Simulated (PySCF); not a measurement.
From one molecule to another.

First species: 2-ethylthiazole, C5H7NS.
Bonds: C1–C2, C2–C3, C3–N4 (aromatic), N4–C5 (aromatic), C5–C6 (aromatic), C6–S7 (aromatic), C3–S7 (aromatic). Hydrogens: H8, H9, H10 on C1; H11, H12 on C2; H13 on C5; H14 on C6.

Second species: C₅H₇NS.
Atom-mapped SMILES: `[H]/[N:1]=[CH:2]\[C@H:3]1[CH2:4][CH:5]=[CH:6][S:7]1` (hydrogens: H8 on N1; H9 on C2; H10 on C3; H11, H12 on C4; H13 on C5; H14 on C6)

Cartesian coordinates in Å at the GFN2-xTB level; atoms count from 1:
```
atom  x, y, z in Å
N1     2.438    0.752    0.218
C2     1.706   -0.254    0.312
C3     0.515   -0.656   -0.527
C4    -0.754   -0.809    0.330
C5    -1.623    0.385    0.075
C6    -1.281    1.138   -0.958
S7     0.153    0.614   -1.812
H8     2.190    1.390   -0.542
H9     1.936   -0.960    1.107
H10    0.765   -1.583   -1.049
H11   -0.490   -0.881    1.389
H12   -1.297   -1.721    0.063
H13   -2.480    0.572    0.698
H14   -1.779    2.012   -1.330
```

Levels: PBE0/def2-SVPD for dipole moment, HOMO energy, LUMO energy, HOMO–LUMO gap, static isotropic polarisability and electronic spatial extent ⟨r²⟩ about the centre of nuclear charge; TDDFT PBE0/def2-SVPD for lowest singlet excitation; TDA PBE0/def2-SVPD for lowest triplet excitation (Tamm–Dancoff); GFN2-xTB for rotational constant A and rotational constant C. Geometries: GFN2-xTB. Each species is one conformer at its optimised geometry, gas phase, non-relativistic unless stated; the electronic structure was computed with PySCF and density fitting.

The conformers computed, where there is a choice (atom-mapped SMILES and torsion angles):
- `[CH3:1][CH2:2][c:3]1[n:4][cH:5][cH:6][s:7]1`: C1–C2–C3–N4 -112°
- `[H]/[N:1]=[CH:2]\[C@H:3]1[CH2:4][CH:5]=[CH:6][S:7]1`: N1–C2–C3–C4 -121°

**Question.** Which has the higher dipole moment?

**Answer.** The second: 2.89 D against 1.11 D, a difference of 1.78 D.

**Question.** Which of the two has the higher T1 energy, and by how much?

**Answer.** The first: 3.74 eV against 3.68 eV, a difference of 0.06 eV.

**Question.** Which has the higher S1 energy?

**Answer.** The first: 5.41 eV against 4.90 eV, a difference of 0.51 eV.

**Question.** Which of the two has the higher LUMO energy, and by how much?

**Answer.** The second: -0.23 eV against -0.72 eV, a difference of 0.49 eV.

**Question.** Which has the higher rotational constant A?

**Answer.** The first: 4.466 GHz against 3.474 GHz, a difference of 0.992 GHz.

**Question.** Which of the two has the higher static isotropic polarisability, and by how much?

**Answer.** The first: 81.6 au against 81.0 au, a difference of 0.6 au.

**Question.** Which of the two has the higher HOMO–LUMO gap, and by how much?

**Answer.** The first: 6.28 eV against 6.04 eV, a difference of 0.24 eV.

**Question.** Which has the higher rotational constant C?

**Answer.** The second: 1.619 GHz against 1.419 GHz, a difference of 0.200 GHz.

On the first: In wavenumbers S1 is 43600 cm⁻¹ (1 eV = 8065.54 cm⁻¹). The dipole equals about 3.7 × 10⁻³⁰ C·m (1 D = 3.33564 × 10⁻³⁰ C·m).

On the second: The dipole equals about 9.6 × 10⁻³⁰ C·m (1 D = 3.33564 × 10⁻³⁰ C·m). The vertical singlet–triplet gap S1 − T1 is 1.22 eV (TDDFT singlet less Tamm–Dancoff triplet; S1: HOMO→LUMO, weight 0.97; T1: HOMO→LUMO+1, weight 0.77).
